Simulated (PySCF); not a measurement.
**Vibration and rotation of ICl⁺**

UHF-CCSD(T) constants of ICl⁺, ²Π (doublet), unpaired electrons π ↑ (I cc-pVDZ-PP with ECP28, Cl cc-pV(D+d)Z; scalar-relativistic core potentials (PySCF 2.14); masses 126.9045 and 34.9689 u):

* ωe: 401.3 cm⁻¹
* ωexe: 1.53 cm⁻¹
* Be: 0.11627 cm⁻¹
* αe: 0.000549 cm⁻¹
* D (centrifugal): 3.9e-08 cm⁻¹
* De to I⁺ + Cl: 1.79 eV

Task: Give the vibrational terms G(v) and spacings up to v = 6.

Result: G(v) = ωe(v+½) − ωexe(v+½)².

| v | G(v) (cm⁻¹) | G(v) − G(v−1) | Bv (cm⁻¹) |
| --- | --- | --- | --- |
| 0 | 200.3 |  | 0.1160 |
| 1 | 598.5 | 398.2 | 0.1154 |
| 2 | 993.7 | 395.2 | 0.1149 |
| 3 | 1385.8 | 392.1 | 0.1143 |
| 4 | 1774.9 | 389.1 | 0.1138 |
| 5 | 2160.9 | 386.0 | 0.1133 |
| 6 | 2543.8 | 382.9 | 0.1127 |

Task: How well does the Morse estimate ωe²/(4ωexe) reproduce De, and what is D0?

Result: It gives 3.26 eV, 182 % of the computed De. D0 = De − G(0) = 1.79 − 0.02 = 1.77 eV.

Correlated steps freeze 9 core orbitals. Correlated levels converge slowly with the basis: in double zeta they bind strong bonds too weakly, by up to about 1 eV, and carry superposition errors of some tenths. Spin–orbit coupling is left out, which matters for elements this heavy, above all for dissociation energies. For an ion De counts to the pair picked by the measured ionisation energies or electron affinities, which need not be the lowest pair at this level. The state is the lowest determinant that a PBE0 search found; another state may lie lower at other levels.
